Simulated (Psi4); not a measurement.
C₃H₉In (SMILES [CH3][In]([CH3])[CH3]), singlet, geometry from GFN2-xTB (such geometries of metal compounds can be far from the true shape) (core potentials on In); Psi4 with BLYP/def2-SVP.

Input for Psi4:
```
memory 2 GB

molecule mol {
0 1
  In   -0.000271    0.000588   -0.000699
  C    -1.547414   -1.603627   -0.255167
  H    -1.476459   -2.031502   -1.255105
  H    -2.545325   -1.184255   -0.130214
  H    -1.399044   -2.394809    0.478474
  C    -0.162120    1.916997   -1.155486
  H     0.802561    2.172802   -1.592476
  H    -0.463524    2.724526   -0.488383
  H    -0.900661    1.823226   -1.950320
  C     1.711036   -0.315964    1.413937
  H     2.336469    0.574228    1.462973
  H     2.317505   -1.157123    1.078655
  H     1.332729   -0.540359    2.410941
}

set basis def2-svp
set reference rks
set scf_type pk
set puream true
set d_convergence 1e-8
set dft_radial_points 99
set dft_spherical_points 590

energy('blyp')
print_variables()
```

Problem. What does Psi4 print? Leave out banner, timings and long lists.

Solution. 
```
   => Loading Basis Set <=

    Name: DEF2-SVP
    Role: ORBITAL
    Keyword: BASIS

    !!!  WARNING: ECP capability is in beta. Please check occupations closely.  !!!

         ---------------------------------------------------------
                                   SCF
               by Justin Turney, Rob Parrish, Andy Simmonett
                          and Daniel G. A. Smith
                              RKS Reference
         ---------------------------------------------------------

  ==> Geometry <==

    Molecular point group: c1
    Full point group: C1

    Geometry (in Angstrom), charge = 0, multiplicity = 1:

       Center              X                  Y                   Z               Mass
    ------------   -----------------  -----------------  -----------------  -----------------
         IN          -0.000215799341     0.000443816383    -0.000534904920   114.903878776000
         C           -1.547358799341    -1.603771183617    -0.255002904920    12.000000000000
         H           -1.476403799341    -2.031646183617    -1.254940904920     1.007825032230
         H           -2.545269799341    -1.184399183617    -0.130049904920     1.007825032230
         H           -1.398988799341    -2.394953183617     0.478638095080     1.007825032230
         C           -0.162064799341     1.916852816383    -1.155321904920    12.000000000000
         H            0.802616200659     2.172657816383    -1.592311904920     1.007825032230
         H           -0.463468799341     2.724381816383    -0.488218904920     1.007825032230
         H           -0.900605799341     1.823081816383    -1.950155904920     1.007825032230
         C            1.711091200659    -0.316108183617     1.414101095080    12.000000000000
         H            2.336524200659     0.574083816383     1.463137095080     1.007825032230
         H            2.317560200659    -1.157267183617     1.078819095080     1.007825032230
         H            1.332784200659    -0.540503183617     2.411105095080     1.007825032230

  Running in c1 symmetry.

  Rotational constants: A =      0.13122  B =      0.13063  C =      0.06796 [cm^-1]
  Rotational constants: A =   3933.96003  B =   3916.23166  C =   2037.29014 [MHz]
  Nuclear repulsion =  184.736695051916058

  Charge       = 0
  Multiplicity = 1
  Electrons    = 48
  Nalpha       = 24
  Nbeta        = 24

  ==> Algorithm <==

  SCF Algorithm Type is PK.
  DIIS enabled.
  MOM disabled.
  Fractional occupation disabled.
[...]
   @RKS iter   8:  -309.61274502612764   -2.05779e-06   8.73449e-06 DIIS
   @RKS iter   9:  -309.61274557239273   -5.46265e-07   2.89537e-06 DIIS
   @RKS iter  10:  -309.61274563967623   -6.72835e-08   3.19759e-07 DIIS
   @RKS iter  11:  -309.61274564065820   -9.81970e-10   5.50253e-08 DIIS
   @RKS iter  12:  -309.61274564067776   -1.95541e-11   1.31643e-08 DIIS
   @RKS iter  13:  -309.61274564068049   -2.72848e-12   1.35548e-09 DIIS
  Energy and wave function converged.

  ==> Post-Iterations <==

   Electrons on quadrature grid:
      Ntotal   =   48.0000000215 ; deviation = 2.151e-08

    Orbital Energies [Eh]
    ---------------------

    Doubly Occupied:

[...]
    Virtual:

[...]
    Final Occupation by Irrep:
              A
    DOCC [    24 ]
    NA   [    24 ]
    NB   [    24 ]

  @RKS Final Energy:  -309.61274564068049

   => Energetics <=

    Nuclear Repulsion Energy =            184.7366950519160582
    One-Electron Energy =                -861.8234060626630253
    Two-Electron Energy =                 403.6244907460609284
    DFT Exchange-Correlation Energy =     -36.1505253759944267
    Empirical Dispersion Energy =           0.0000000000000000
    VV10 Nonlocal Energy =                  0.0000000000000000
    Total Energy =                       -309.6127456406804868

Computation Completed

Properties will be evaluated at   0.000000,   0.000000,   0.000000 [a0]

Properties computed using the SCF density matrix

 Multipole Moments:

 ------------------------------------------------------------------------------------
     Multipole            Electronic (a.u.)      Nuclear  (a.u.)        Total (a.u.)
 ------------------------------------------------------------------------------------

 L = 1.  Multiply by 2.5417464519 to convert [e a0] to [Debye]
 Dipole X            :         -0.0206210            0.0193161           -0.0013049
 Dipole Y            :          0.0453268           -0.0442249            0.0011019
 Dipole Z            :         -0.0533730            0.0518665           -0.0015065
 Magnitude           :                                                    0.0022774

 ------------------------------------------------------------------------------------

  Variable Map:
  ----------------------------------------------------------------------------
[...]
  Array Variable Map:
  ----------------------------------------------------------------------------
[...]
[...]
```
